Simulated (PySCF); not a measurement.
# Predicted spectroscopic data

PySCF calculation with geometry: GFN2-xTB, J couplings at B3LYP/pcJ-1 (spin–dipole term left out of most H,H and C,H couplings) and PBE0/pcSseg-1 with gauge-including orbitals; non-relativistic Hamiltonian, isolated molecule, fast rotation and ring inversion assumed for equivalent nuclei, single conformer.

Referencing at the same level of theory: 1H (σ = 31.72 ppm), 13C (σ = 186.93 ppm) against TMS. Multiplet labels drop J under 1 Hz and among equivalent protons, and merge close values. Unscaled 3J(H,H) run several per cent high. Where no couplings were computed, multiplicities follow the n + 1 count of equivalent neighbours, and m marks all less simple cases (inequivalent or close neighbours, rings, F or P nearby). Shifts are as computed. Against solution values, carbons near 30 ppm lie about +3 ppm off and those near 130 ppm about +5 ppm. Of 1211 compounds with measured shifts, 218 miss one by over three times the rms of a fit or turn the order of signals round; such compounds aren't used in these exercises. OH and NH positions are gas-phase values without hydrogen bonding to other molecules.

**1.** SMILES C#Cc1cccc(CC)c1, C10H10. 1H NMR (400 MHz, computed): δ 7.72 (m, 1H), 7.72 (s, 1H), 7.58 (m, 1H), 7.44 (m, 1H), 2.77 (s, 1H), 2.64 (q, 2H), 1.21 (t, 3H). 13C{1H} NMR (computed): δ 151.5 (C), 138.9 (CH), 136.8 (CH), 134.2 (CH), 133.8 (CH), 127.1 (C), 89.5 (C), 86.7 (CH), 35.0 (CH2), 22.4 (CH3).

**2.** `Oc1ccnnc1`, C4H4N2O. 1H NMR (400 MHz, computed): δ 9.36 (d, J = 6.4 Hz, 1H), 9.08 (d, J = 3.2 Hz, 1H), 7.01 (dd, J = 6.4, 3.2 Hz, 1H), 4.45 (br s, 1H). 13C{1H} NMR (computed): δ 160.8, 154.8, 144.6, 115.0.
